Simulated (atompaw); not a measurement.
**Reading a pseudo-wave (selenium (Se))**

Columns: radius, all-electron u(r) and pseudo u(r) of the 4s shell (level -17.48 eV) of selenium in the configuration [Ar] 3d10 4s2 4p4; LDA (PW92), scalar-relativistic, PAW (atompaw) scheme, atompaw 4.2.0.5.

```
r (bohr)  all-electron  pseudo
   0.085        0.1525  0.1073
   0.171        0.2013  0.2142
   0.256       -0.0867  0.3167
   0.342       -0.3285  0.4156
   0.427       -0.4083  0.5072
   0.512       -0.3533  0.5916
   0.598       -0.2142  0.6685
   0.683       -0.0401  0.7354
   0.768        0.1399  0.7926
   0.854        0.3096  0.8403
   0.939        0.4556  0.8772
   1.025        0.5776  0.9044
   1.110        0.6721  0.9215
   1.195        0.7427  0.9294
   1.281        0.7920  0.9288
   1.366        0.8220  0.9205
   1.452        0.8363  0.9053
   1.537        0.8373  0.8845
   1.622        0.8278  0.8589
   1.708        0.8099  0.8292
   1.793        0.7857  0.7970
   1.878        0.7569  0.7628
   1.964        0.7243  0.7269
   2.049        0.6899  0.6907
   2.135        0.6538  0.6540
   2.220        0.6176  0.6176
```

How many radial nodes do the two functions have?

The all-electron 4s function has n − l − 1 = 3 (the table is too coarse to show those close to the nucleus); the pseudo-wave has 0, since the states of the same l below it are removed with the core.

Is the pseudo-wave norm-conserving?

No, it belongs to a PAW set: the norm inside the radius is not constrained, and the difference is carried by the augmentation charge.
